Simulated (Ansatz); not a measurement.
Species, as SMILES: [S]=[Ge] (S-Ge) (closed-shell singlet).
Geometry (B3LYP-D3(BJ)/def2-TZVP, fixed):
```
Ge
S 1 2.0285
```
Charge 0, spin multiplicity 1.

How fast the dipole moment converges with the basis for several methods (Ansatz, a quantum-chemistry and plane-wave program): deviation from each method's own reference, in D. References: CCSD(T) 2.071 D, the value in aug-pcseg-3; HF 2.861 D, the value in aug-pcseg-3; MP2 2.002 D, the value in aug-pcseg-3; PBE 2.024 D, the value in aug-pcseg-3; PBE0 2.261 D, the value in aug-pcseg-3. Cartesian d functions, on some or all atoms, in 6-311G**; all else is spherical. In correlated methods cores are frozen (with 3d on Ga to Br). No added dispersion term, no relativity. The reference of a correlated method is not its basis-set limit, which lies further on.

```csv
basis,functions,CCSD(T),HF,MP2,PBE,PBE0
pcseg-0,35,0.062,0.569,-0.278,0.201,0.316
aug-pcseg-1,63,-0.232,-0.054,-0.176,-0.023,-0.027
6-311G**,71,-0.158,0.321,-0.106,0.221,0.241
pcseg-2,77,-0.157,0.149,-0.088,0.106,0.116
def2-TZVPD,100,-0.051,0.010,-0.007,0.012,0.013
aug-pcseg-2,109,-0.099,0.010,-0.052,0.004,0.004
aug-cc-pV(Q+d)Z,182,0.028,0.006,0.018,0.015,0.012
cc-pV(5+d)Z,204,0.027,0.005,0.013,-0.010,-0.004
```

Mean absolute deviation over 6-311G**, pcseg-2, def2-TZVPD, aug-pcseg-2: MP2 0.063, PBE 0.086, PBE0 0.093, CCSD(T) 0.116, HF 0.122 D.
